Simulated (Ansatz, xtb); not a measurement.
Two structures of B2F2HN

Structure a is a singlet given by its coordinates and structure b is `FB=NBF`, a singlet. Both are isolated molecules in the gas phase, relaxed with PBE0-D3(BJ)/def2-SVP; the shapes shown needn't be the lowest conformers.

a (Å):

```yaml
atoms:
  - { symbol: B, position_ang: [0.1031, -0.8356, 1.2103] }
  - { symbol: B, position_ang: [-1.6646, 0.8649, 0.1841] }
  - { symbol: F, position_ang: [1.3655, -0.4909, 1.3986] }
  - { symbol: F, position_ang: [-0.2398, -2.0649, 1.5557] }
  - { symbol: N, position_ang: [-0.8320, 0.0639, 0.6675] }
  - { symbol: H, position_ang: [-2.4505, 1.6209, -0.2722] }
```

Close contacts (Å): B1–F3 1.32, B1–F4 1.32, B1–N5 1.41, B2–N5 1.25, B2–H6 1.18.

b (Å):

```csv
atom,x (Å),y (Å),z (Å)
B,-1.1451,1.1612,-0.1568
B,0.0932,-0.6325,-1.6766
F,-0.5626,1.6442,0.9358
F,0.6719,-1.4999,-2.4265
N,-0.4751,0.2154,-0.9453
H,-2.2509,1.5698,-0.4251
```

Quicker runs give these differences E(b) − E(a): GFN2-xTB +4.3 kcal/mol; HF/STO-3G +11.6 kcal/mol (at GFN2-xTB geometries); r2SCAN-D4/def2-SVP +13.6 kcal/mol (at GFN2-xTB geometries).

**Question.** Estimate E(b) − E(a) at the level CCSD(T)/def2-TZVP.

**Answer.** Calculated at CCSD(T)/def2-TZVP: E(b) − E(a) = +15.4 kcal/mol, so structure a lies lower.

The same difference at several levels:

| level | geometry | E(b) − E(a) (kcal/mol) | departure from the last row (kcal/mol) | job, with rough time for the two |
| --- | --- | --- | --- | --- |
| GFN2-xTB | GFN2-xTB | +4.3 | −11.1 | optimisation, 0.53 s |
| HF/STO-3G | GFN2-xTB | +11.6 | −3.8 | single point, 0.2 s |
| r2SCAN-D4/def2-SVP | GFN2-xTB | +13.6 | −1.8 | single point, 2.2 s |
| PBE0-D3(BJ)/def2-SVP | PBE0-D3(BJ)/def2-SVP | +13.2 | −2.1 | optimisation, 14 s |
| HF/def2-TZVP | PBE0-D3(BJ)/def2-SVP | +14.4 | −0.9 | part of the CCSD(T) run |
| MP2/def2-TZVP | PBE0-D3(BJ)/def2-SVP | +14.8 | −0.6 | part of the CCSD(T) run |
| CCSD(T)/def2-TZVP | PBE0-D3(BJ)/def2-SVP | +15.4 |  | single point, 79 s |

None of the levels shown reverses the order. The largest departure from CCSD(T)/def2-TZVP is that of GFN2-xTB, 11.1 kcal/mol.

With harmonic frequencies from PBE0-D3(BJ)/def2-SVP (ideal gas, rigid rotor, one conformer each, 298.15 K, 1 atm): the zero-point term adds +0.1 kcal/mol; ΔH is +15.6 and ΔG +14.9 kcal/mol.

The correlated steps freeze 5 core orbitals. Run with Ansatz 0.2.0, xtb 6.7.1; the last row on 2 threads of Arm Neoverse V1 on a shared host.
